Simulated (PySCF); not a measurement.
Computed IR spectrum (relative IR intensity) of a molecule C2H7ClSi. Coordinates come from a B3LYP-D3(BJ)/def2-SVP optimisation. Other conformers were not sampled. Method: B3LYP-D3(BJ)/def2-SVP run with PySCF 2.14.0. Frequencies are harmonic and unscaled.

Lines under 2 % of the strongest are left out, and lines within 2 cm⁻¹ are merged.

ν (cm⁻¹): 517 (m), 559 (w), 651 (w), 684 (w), 743 (w), 868 (vs), 958 (s), 978 (w), 993 (m), 1050 (w), 1427 (vw), 1477 (vw), 1480 (vw), 2231 (s), 2237 (s), 3020 (w), 3028 (w), 3070 (vw), 3106 (w), 3116 (w) (against the strongest line: vs over 80 %, s over 45 %, m over 15 %, w over 4 %, vw less)

Task: Which structure fits?
(A) C[SiH](C)Cl
(B) [SiH3]CCCl
(C) CC[SiH2]Cl

Result: C, CC[SiH2]Cl
